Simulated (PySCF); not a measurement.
PySCF input for CH7NSi3, SMILES [SiH3][Si@@H]1[SiH2]C=N1, PBE0/pcSseg-1. Geometry optimised at B3LYP-D3(BJ)/def2-SVP. The structure was generated by enumeration; whether it is a known compound was not checked.

```python
import numpy as np
from pyscf import gto, scf, dft
from pyscf.prop.nmr import rks as nmr

mol = gto.M(
    atom='''
    Si    2.21728862    0.77881419    0.05336838
    Si    0.37816956   -0.67306603    0.20546897
    N    -0.83207063   -0.07828785    1.42854121
    C    -1.86621295    0.21015110    0.71486044
    Si   -1.52028740   -0.25221599   -1.13001147
    H     1.72066897    2.16203337   -0.20544978
    H     3.02332414    0.77250951    1.30922265
    H     3.08827652    0.35783593   -1.08490056
    H     0.81675019   -2.07456964    0.47689479
    H    -2.76803495    0.64007291    1.19536996
    H    -2.34598658   -1.38165262   -1.65640365
    H    -1.56561704    0.86142859   -2.12724672
    ''',
    basis='pcSseg-1',
    charge=0,
    spin=0,
    max_memory=1600,
    verbose=3,
)
mf = dft.RKS(mol, xc='pbe0')
mf.grids.level = 3
mf.conv_tol = 1e-10
mf.max_cycle = 100
mf.kernel()
n = nmr.NMR(mf)
n.verbose = 2
n.max_cycle_cphf = 60
sigma = n.kernel()
print('atom   isotropic/ppm   span/ppm')
for i, s in enumerate(sigma):
    w = np.linalg.eigvalsh((s + s.T) / 2)
    print(f'{mol.atom_symbol(i):2s}{i + 1:3d} {w.mean():14.3f} {w[2] - w[0]:11.3f}')
```

Output:

```
converged SCF energy = -964.976527993364
atom   isotropic/ppm   span/ppm
Si  1        453.665      20.515
Si  2        355.286     172.468
N   3       -309.088    1055.257
C   4        -34.669     244.295
Si  5        381.609     227.692
H   6         27.639       8.063
H   7         27.221       8.233
H   8         27.772       7.346
H   9         25.402       4.322
H  10         21.121       6.595
H  11         25.847       5.932
H  12         25.827       6.433
```

The run converged.

Cost: around 40 core-seconds (rough).
